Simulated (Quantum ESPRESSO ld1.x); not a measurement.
Problem. Radial electron density D(r) = 4 pi r^2 rho(r) of an atom or ion with 13 electrons. All-electron calculation, Dirac Kohn-Sham, LDA (Slater exchange, Perdew-Zunger correlation), spin-unpolarised, spherical densities, point nucleus. Program: ld1.x of Quantum ESPRESSO 7.5.

| r (bohr) | D(r) (e/bohr) |
|---|---|
| 0.002954 | 0.4726 |
| 0.003331 | 0.5908 |
| 0.003726 | 0.7266 |
| 0.004201 | 0.9051 |
| 0.004699 | 1.109 |
| 0.005298 | 1.375 |
| 0.005926 | 1.676 |
| 0.006628 | 2.037 |
| 0.007473 | 2.502 |
| 0.008359 | 3.020 |
| 0.009425 | 3.678 |
| 0.01054 | 4.401 |
| 0.01189 | 5.305 |
| 0.01329 | 6.279 |
| 0.01487 | 7.385 |
| 0.01677 | 8.718 |
| 0.01875 | 10.10 |
| 0.02114 | 11.70 |
| 0.02365 | 13.29 |
| 0.02666 | 15.05 |
| 0.02982 | 16.69 |
| 0.03336 | 18.26 |
| 0.03761 | 19.77 |
| 0.04207 | 20.92 |
| 0.04743 | 21.80 |
| 0.05305 | 22.19 |
| 0.05982 | 22.11 |
| 0.06691 | 21.56 |
| 0.07484 | 20.60 |
| 0.08438 | 19.26 |
| 0.09438 | 17.91 |
| 0.1064 | 16.60 |
| 0.119 | 15.75 |
| 0.1342 | 15.46 |
| 0.1501 | 15.88 |
| 0.1679 | 16.94 |
| 0.1893 | 18.59 |
| 0.2117 | 20.27 |
| 0.2387 | 21.76 |
| 0.267 | 22.44 |
| 0.3011 | 22.07 |
| 0.3367 | 20.58 |
| 0.3766 | 18.10 |
| 0.4247 | 14.73 |
| 0.475 | 11.41 |
| 0.5356 | 8.222 |
| 0.599 | 5.972 |
| 0.6754 | 4.491 |
| 0.7555 | 3.867 |
| 0.845 | 3.694 |
| 0.9527 | 3.638 |
| 1.066 | 3.439 |
| 1.201 | 2.952 |
| 1.344 | 2.295 |
| 1.515 | 1.536 |
| 1.695 | 0.9232 |
| 1.896 | 0.4821 |
| 2.137 | 0.2028 |
| 2.391 | 0.07602 |
| 2.695 | 0.02169 |
| 3.015 | 0.005466 |
| 3.399 | 0.0009768 |
| 3.802 | 0.0001521 |

What is the nuclear charge?

Solution. Z = 19. The innermost maximum, from 1s, lies near gamma/Z bohr with gamma = sqrt(1 - (Z/c)^2) = 0.990, here 0.0521 bohr (found: 0.0552), and its height grows with Z. The density is that of the potassium ion K6+ in [Ne] 3s2 3p1; the configuration itself is not fixed sharply by these data, and Z only to about a unit. D(r) has 2 maxima, at r = 0.0552, 0.274 bohr, and minima at 0.132 bohr, inside which lie 2.16 electrons.
